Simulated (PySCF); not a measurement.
# Electron correlation in Ar (argon, neutral)

[Ar], closed-shell 1S. Calculation: PySCF 2.14, in Sapporo-DZP-2012 (5s4p2d, 27 functions); scalar relativity by spin-free X2C-1e. Frozen: [Ne]; 8 electrons correlated.

MP2 pair energies summed by pair of shells (mhartree):

| pair | energy | share (%) |
| --- | --- | --- |
| 3p-3p | -125.62 | 81.3 |
| 3s-3p | -22.29 | 14.4 |
| 3s-3s | -6.54 | 4.2 |

Total MP2 correlation energy: -154.45 mhartree.

Same-spin part -44.18 and opposite-spin part -110.27 mhartree; SCS-MP2 scales them by 1/3 and 6/5 to -147.05 mhartree.

| level | correlation energy (mhartree) |
| --- | --- |
| CCSD | -167.19 |
| (T) | -1.85 |
| CCSD(T) | -169.04 |

Diagnostics: T1 = 0.0011, D1 = 0.0021, largest double amplitude 0.050.

**Question.** Is a single reference adequate?

**Answer.** Yes: T1 lies below 0.03 and no double amplitude reaches 0.07.
